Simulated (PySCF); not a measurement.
Species: C3H8GeOSi.
Atom-mapped SMILES: `[CH:1]#[C:2][CH2:3][GeH2:4][O:5][SiH3:6]` (hydrogens: H7 on C1; H8, H9 on C3; H10, H11 on Ge4; H12, H13, H14 on Si6)

The calculation used core-valence-separated Tamm–Dancoff BHandHLYP/aug-pcX-1 (pcseg-1 on H, def2-SVPD on Si, def2-SVPD on Ge) in PySCF, non-relativistic, gas phase, PBE0-D3(BJ)/def2-SVP geometry.

Computed carbon K-edge spectrum, Gaussian lines of 0.8 eV full width, highest printed point 100; it ends one width below the last computed root. No empirical shift is added; at this level the pattern usually sits a few eV under experiment.

```json
{"photon energy (eV)": "282.6", "absorption": "1"}
{"photon energy (eV)": "282.7", "absorption": "1"}
{"photon energy (eV)": "282.8", "absorption": "3"}
{"photon energy (eV)": "282.9", "absorption": "6"}
{"photon energy (eV)": "283.0", "absorption": "11"}
{"photon energy (eV)": "283.1", "absorption": "18"}
{"photon energy (eV)": "283.2", "absorption": "30"}
{"photon energy (eV)": "283.3", "absorption": "44"}
{"photon energy (eV)": "283.4", "absorption": "60"}
{"photon energy (eV)": "283.5", "absorption": "77"}
{"photon energy (eV)": "283.6", "absorption": "90"}
{"photon energy (eV)": "283.7", "absorption": "99"}
{"photon energy (eV)": "283.8", "absorption": "100"}
{"photon energy (eV)": "283.9", "absorption": "94"}
{"photon energy (eV)": "284.0", "absorption": "82"}
{"photon energy (eV)": "284.1", "absorption": "66"}
{"photon energy (eV)": "284.2", "absorption": "49"}
{"photon energy (eV)": "284.3", "absorption": "34"}
{"photon energy (eV)": "284.4", "absorption": "22"}
{"photon energy (eV)": "284.5", "absorption": "13"}
{"photon energy (eV)": "284.6", "absorption": "7"}
{"photon energy (eV)": "284.7", "absorption": "4"}
{"photon energy (eV)": "284.8", "absorption": "2"}
{"photon energy (eV)": "284.9", "absorption": "1"}
{"photon energy (eV)": "285.0", "absorption": "1"}
{"photon energy (eV)": "285.1", "absorption": "1"}
{"photon energy (eV)": "285.2", "absorption": "1"}
{"photon energy (eV)": "285.3", "absorption": "2"}
{"photon energy (eV)": "285.4", "absorption": "3"}
{"photon energy (eV)": "285.5", "absorption": "4"}
{"photon energy (eV)": "285.6", "absorption": "6"}
{"photon energy (eV)": "285.7", "absorption": "8"}
{"photon energy (eV)": "285.8", "absorption": "12"}
{"photon energy (eV)": "285.9", "absorption": "15"}
{"photon energy (eV)": "286.0", "absorption": "20"}
{"photon energy (eV)": "286.1", "absorption": "24"}
{"photon energy (eV)": "286.2", "absorption": "27"}
{"photon energy (eV)": "286.3", "absorption": "30"}
{"photon energy (eV)": "286.4", "absorption": "30"}
{"photon energy (eV)": "286.5", "absorption": "29"}
```

Problem. Assign the maxima to core holes.

Solution. 2 maxima:
- 283.8 eV: C1 (terminal alkyne carbon), 283.69 eV, f = 0.061, 27 % of the height at the exact maximum; C1 (terminal alkyne carbon), 283.62 eV, f = 0.062, 1s→π*, 26 % of the height at the exact maximum; C2 (alkyne carbon), 283.86 eV, f = 0.054, 1s→π*, 24 % of the height at the exact maximum; C2 (alkyne carbon), 283.92 eV, f = 0.054, 22 % of the height at the exact maximum
- 286.4 eV: C3 (sp3 carbon bound to germanium), 286.38 eV, f = 0.048, sum of 2, 73 % of the height at the exact maximum

Further lines of some strength in the range: C1, 285.79 eV, f = 0.009; C3, 286.19 eV, f = 0.006.

Roots within 0.03 eV on the same or equivalent atoms count as one line; shares under 12 % aren't listed.

Vibrational structure and lifetime widths aren't in the curve. The ionisation threshold wasn't computed; near and above it a finite basis only mimics Rydberg series and continuum. Relativistic effects, spin–orbit coupling among them, are left out although an element past zinc is present.

The run took about 50 s of CPU time (one thread, shared machine).

Conformer computed: `[CH:1]#[C:2][CH2:3][GeH2:4][O:5][SiH3:6]`: C2–C3–Ge4–O5 -179°, C3–Ge4–O5–Si6 -65°.

One conformer stands for the species.
